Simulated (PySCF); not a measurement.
FRb, charge +1, multiplicity 2. Atoms are numbered in the order given.

```xyz
2

Rb     0.0000     0.0000    -0.6744
F      0.0000     0.0000     2.7727
```
Charge +1, spin multiplicity 2.

Coordinates come from a B3LYP-D3(BJ)/def2-TZVPD optimisation. The multiplicity is an assumed one; other spin states were not compared. The def2 effective core potentials stand for the cores of Rb; spin–orbit coupling is left out.

All values below come from PBE/def2-TZVPD run with PySCF.

Mulliken values depend strongly on the basis, most of all with diffuse functions as here. ESP charges are fitted to the potential on shells at 1.4 to 2.0 van der Waals radii. Atomic charges (e):

| atom | ESP fit | Mulliken | Mulliken spin |
|---|---|---|---|
| Rb1 | … | 1.00 | 0.00 |
| F2 | … | 0.00 | 1.00 |

Task: What belongs in the gaps? (An estimate is asked for; the answer gives what the named calculation found.)

Result: 
- Rb1, ESP fit: 0.98
- F2, ESP fit: 0.02
